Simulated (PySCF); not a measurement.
Isomers of C4H12N2Si, mass 116.077 u with the commonest isotopes. Theory: CAM-B3LYP/def2-SVPD in PySCF (dipole) on a GFN2-xTB geometry, gas phase. One conformer each, none proved a minimum here; rigid rotors.

Question: Order these by dipole moment, smallest first.
A. `[CH3:1][N:2]1[CH2:3][CH2:4][Si@@:5]1([CH3:6])[NH2:7]` with C4–Si5–N7–H -108° and 37°
B. `[CH2:1]=[C:2]([SiH2:3][NH2:4])[N:5]([CH3:6])[CH3:7]` with C1–C2–Si3–N4 -136°, C2–Si3–N4–H 176° and 41°
C. `[CH3:1][N:2]1[CH2:3][CH2:4][CH2:5][N:6]1[SiH3:7]` with C1–N2–C3–C4 85°, N2–C3–C4–C5 21°, C3–C4–C5–N6 3°, C4–C5–N6–Si7 170°
D. `[CH2:1]=[CH:2][CH2:3][N:4]([CH3:5])[NH:6][SiH3:7]` with C1–C2–C3–N4 132°, C2–C3–N4–C5 174°, C3–N4–N6–Si7 137°
E. `[CH3:1][C@@H:2]1[CH2:3][CH2:4][NH:5][N:6]1[SiH3:7]` with C1–C2–C3–C4 -108°, C2–C3–C4–N5 -31°, C3–C4–N5–N6 39°, C4–N5–N6–Si7 167°
F. `[CH3:1][CH2:2][C@H:3]1[CH2:4][NH:5][SiH2:6][NH:7]1` with C1–C2–C3–C4 171°, C2–C3–C4–N5 157°, C3–C4–N5–Si6 -31°, C4–N5–Si6–N7 13°, N5–Si6–N7–C3 10°

Answer: F (0.70 D), A (0.88 D), B (1.25 D), D (1.51 D), C (1.78 D), E (2.05 D).

Question: Order these by rotational constant B, smallest first.
A. `[CH3:1][NH:2][N:3]([SiH3:4])[CH:5]1[CH2:6][CH2:7]1` with C1–N2–N3–Si4 -95°, N2–N3–C5–C6 -166°
B. `[CH3:1][C@@H:2]1[CH2:3][CH2:4][NH:5][N:6]1[SiH3:7]` with C1–C2–C3–C4 -108°, C2–C3–C4–N5 -31°, C3–C4–N5–N6 39°, C4–N5–N6–Si7 167°
C. `[CH3:1][N:2]1[CH2:3][CH2:4][CH2:5][N:6]1[SiH3:7]` with C1–N2–C3–C4 85°, N2–C3–C4–C5 21°, C3–C4–C5–N6 3°, C4–C5–N6–Si7 170°
D. `[CH2:1]=[CH:2][CH2:3][N:4]([CH3:5])[NH:6][SiH3:7]` with C1–C2–C3–N4 132°, C2–C3–N4–C5 174°, C3–N4–N6–Si7 137°
E. `[CH2:1]=[C:2]([SiH2:3][NH2:4])[N:5]([CH3:6])[CH3:7]` with C1–C2–Si3–N4 -136°, C2–Si3–N4–H 176° and 41°
F. `[CH3:1][CH2:2][C@H:3]1[CH2:4][NH:5][SiH2:6][NH:7]1` with C1–C2–C3–C4 171°, C2–C3–C4–N5 157°, C3–C4–N5–Si6 -31°, C4–N5–Si6–N7 13°, N5–Si6–N7–C3 10°

Answer: F (1389 MHz), D (1473 MHz), E (1585 MHz), C (1762 MHz), B (1856 MHz), A (2020 MHz).

Question: Order these by radius of gyration √(Σ m r²/M), smallest first.
A. `[CH2:1]=[CH:2][CH2:3][N:4]([CH3:5])[NH:6][SiH3:7]` with C1–C2–C3–N4 132°, C2–C3–N4–C5 174°, C3–N4–N6–Si7 137°
B. `[CH3:1][CH2:2][C@H:3]1[CH2:4][NH:5][SiH2:6][NH:7]1` with C1–C2–C3–C4 171°, C2–C3–C4–N5 157°, C3–C4–N5–Si6 -31°, C4–N5–Si6–N7 13°, N5–Si6–N7–C3 10°
C. `[CH3:1][N:2]1[CH2:3][CH2:4][CH2:5][N:6]1[SiH3:7]` with C1–N2–C3–C4 85°, N2–C3–C4–C5 21°, C3–C4–C5–N6 3°, C4–C5–N6–Si7 170°
D. `[CH3:1][NH:2][N:3]([SiH3:4])[CH:5]1[CH2:6][CH2:7]1` with C1–N2–N3–Si4 -95°, N2–N3–C5–C6 -166°

Answer: C (1.846 Å), D (1.897 Å), B (1.987 Å), A (2.096 Å).

```json
{"SMILES": "CN1CCCN1[SiH3]", "point group": "C1", "Ia (u·Å²)": "144.91", "Ib (u·Å²)": "286.80", "Ic (u·Å²)": "359.14", "κ": "-0.66", "μa (D)": "1.50", "μb (D)": "0.40", "μc (D)": "0.88"}
{"SMILES": "CC[C@H]1CN[SiH2]N1", "point group": "C1", "Ia (u·Å²)": "108.66", "Ib (u·Å²)": "363.73", "Ic (u·Å²)": "444.04", "κ": "-0.86", "μa (D)": "0.55", "μb (D)": "0.43", "μc (D)": "0.05"}
{"SMILES": "C=CCN(C)N[SiH3]", "point group": "C1", "Ia (u·Å²)": "187.49", "Ib (u·Å²)": "343.08", "Ic (u·Å²)": "489.27", "κ": "-0.47", "μa (D)": "0.25", "μb (D)": "1.19", "μc (D)": "0.91"}
{"SMILES": "CNN([SiH3])C1CC1", "point group": "C1", "Ia (u·Å²)": "203.17", "Ib (u·Å²)": "250.14", "Ic (u·Å²)": "382.15", "κ": "0.20", "μa (D)": "0.96", "μb (D)": "1.55", "μc (D)": "0.07"}
{"SMILES": "C[C@@H]1CCNN1[SiH3]", "point group": "C1", "Ia (u·Å²)": "158.18", "Ib (u·Å²)": "272.34", "Ic (u·Å²)": "388.50", "κ": "-0.41", "μa (D)": "1.66", "μb (D)": "0.50", "μc (D)": "1.08"}
{"SMILES": "CN1CC[Si@@]1(C)N", "point group": "C1", "Ia (u·Å²)": "186.61", "Ib (u·Å²)": "285.27", "Ic (u·Å²)": "321.25", "κ": "-0.65", "μa (D)": "0.78", "μb (D)": "0.08", "μc (D)": "0.39"}
{"SMILES": "C=C([SiH2]N)N(C)C", "point group": "C1", "Ia (u·Å²)": "160.58", "Ib (u·Å²)": "318.83", "Ic (u·Å²)": "420.16", "κ": "-0.61", "μa (D)": "0.19", "μb (D)": "0.99", "μc (D)": "0.74"}
```
